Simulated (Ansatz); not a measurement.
System: HTe (charge 0, doublet). 
Structure (B3LYP-D3(BJ)/def2-TZVP (Ansatz, a program for electronic structure) minimum search):
```
Te
H 1 1.6645
```
Charge 0, spin multiplicity 2.

Parts of the frozen-core correlation energy in def2-SVP (Ansatz, hartree). Frozen orbitals: 9; correlated occupied orbitals by spin: 4 and 3; virtual: 18 and 19. UHF or UKS for open shells. No spin-orbit coupling. Past Kr the def2 sets carry scalar-relativistic core potentials.

```csv
term,value
reference (HF),-267.56321
MP2 opposite-spin,-0.06677
MP2 same-spin,-0.01740
CCSD correlation,-0.10248
(T),-0.00179
CCSDT minus CCSD(T),-0.00036
CCSDT(Q) minus CCSD(T),-0.00047
T1 diagnostic,0.009
largest doubles amplitude,0.090
<S^2> of the reference,0.759
```
